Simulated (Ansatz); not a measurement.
Computed with Ansatz on PBE0-D4/def2-TZVP structures; ΔE is electronic, products minus reactants. CBS: MP2 limit from def2 TZ/QZ plus the TZ coupled-cluster correction, frozen cores. This one scheme is used for every species. Functionals use def2-TZVPP. def2 core potentials past Kr. For Se, Te outer-core shells are correlated without core-valence functions, which leaves a few kJ/mol of doubt a bond. Scalar relativity is left out up to krypton. Each species was taken in one conformer, which may not be the lowest.

Reaction (ligand exchange at the Si–Se bond): `[SeH][SiH2][TeH]` + H₂S → `S[SiH2][TeH]` + H₂Se

```csv
level,ΔE (kcal/mol),difference from CCSD(T)/CBS
r2SCANh-D4,0.8,-0.7
BHLYP-D4,1.2,-0.3
CAM-B3LYP-D4,0.6,-0.9
B2PLYP,0.9,-0.6
PBE-QIDH,1.2,-0.3
PBE,0.7,-0.8
r2SCAN,0.7,-0.8
BHLYP,0.8,-0.7
LC-ωPBE,0.7,-0.8
RPA@PBE/def2-TZVPP,1.2,-0.3
HF/def2-SVP,0.8,-0.7
MP2/def2-SVP,1.2,-0.3
CCSD/def2-SVP,0.8,-0.7
HF/def2-TZVPP,0.9,-0.6
HF/def2-QZVPP,0.9,-0.6
CCSD/CBS(def2),1.5,0.0
CCSD(T)/CBS,1.5,0
```

Largest T1 diagnostic among the species: 0.011.

Leaving LDA and LC-ωPBE aside and taking each functional with its dispersion term where it has one, the values, not all of them listed here, spread over 1.3 kcal/mol, from B97M-V to BHLYP-D4.
